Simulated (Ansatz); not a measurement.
Start from `C[O][Sb]([CH3])[O]C` and change one atom or group to get `C[O][Sb]([SiH3])[O]C`.

Ansatz, PBE0-D4/def2-TZVP geometries, multiplicity 1. Each molecule was computed in one conformer, which needn't be the lowest.

Elements past krypton have def2 core potentials.

```json
{"property": "LUMO energy (B3LYP/def2-TZVPP) / eV", "`C[O][Sb]([CH3])[O]C`": "-0.75"}
{"property": "HOMO–LUMO gap (PBE0/def2-TZVPP) / eV", "`C[O][Sb]([CH3])[O]C`": "6.60"}
{"property": "LUMO energy (PBE/def2-TZVPP) / eV", "`C[O][Sb]([CH3])[O]C`": "-1.29"}
{"property": "HOMO–LUMO gap (PBE/def2-TZVPP) / eV", "`C[O][Sb]([CH3])[O]C`": "4.63"}
{"property": "HOMO energy (PBE0/def2-TZVPP) / eV", "`C[O][Sb]([CH3])[O]C`": "-7.11"}
{"property": "size of the dipole moment (ωB97M-V/def2-TZVPP) / D", "`C[O][Sb]([CH3])[O]C`": "0.92"}
```

(1) Give the same properties after the change, and the shifts. (An estimate is asked.)

Answers

(1) Computed: 
```csv
property,`C[O][Sb]([SiH3])[O]C`,shift
LUMO energy (B3LYP/def2-TZVPP) / eV,-1.20,-0.45
HOMO–LUMO gap (PBE0/def2-TZVPP) / eV,5.77,-0.83
LUMO energy (PBE/def2-TZVPP) / eV,-1.75,-0.46
HOMO–LUMO gap (PBE/def2-TZVPP) / eV,3.93,-0.70
HOMO energy (PBE0/def2-TZVPP) / eV,-6.77,0.34
size of the dipole moment (ωB97M-V/def2-TZVPP) / D,1.89,0.97
```

With PBE0 the HOMO rises by 0.34 eV and the LUMO falls by 0.49 eV, so the gap narrows by about 0.83 eV. PBE moves the HOMO by 0.24 eV and ωB97M-V by 0.46 eV. Dipoles are sizes alone; their direction can turn.

B3LYP here is the variant with VWN-RPA as its local correlation; programs differ in this.

Spin–orbit coupling is left out; it splits and shifts lone-pair levels of the heavy atoms by tenths of an eV.
